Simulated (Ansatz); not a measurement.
Program: Ansatz. Geometries: PBE0-D4/def2-TZVP. ΔE: electronic, gas phase. CCSD(T)/CBS is the MP2 limit (def2-TZVPP, def2-QZVPP) plus CCSD(T) − MP2 in def2-TZVPP, frozen cores. This one scheme is used for every species. Functionals use def2-TZVPP. One conformer a species, not always the lowest.

Consider the redistribution: `FB1B[SiH2]1` + `N[SiH](F)F` → `NB1[SiH2]B1F` + `F[SiH2]F`.

```
             level  ΔE (kJ/mol)
         r2SCAN-D4         41.6
            B2PLYP         41.0
            r2SCAN         41.4
             BHLYP         39.0
RPA@PBE/def2-TZVPP         36.9
      MP2/def2-SVP         23.9
SCS-MP2/def2-QZVPP         46.3
     MP2/CBS(def2)         52.4
```

(1) What does CCSD(T)/CBS give? (Estimate.)

Largest T1 diagnostic among the species: 0.016.

Answers

(1) Computed: +45.3 kJ/mol. The listed levels differ from it by -3.7, -4.3, -3.9, -6.3, -8.4, -21.4, 1.0, 7.1 kJ/mol.

At CCSD(T), def2-SVP lies −30.6 kJ/mol from the extrapolated value and def2-TZVPP −2.5 kJ/mol. From PBE to PBE0 (25 % exact exchange), in def2-TZVPP and without D4, ΔE moves by +4.9 kJ/mol.
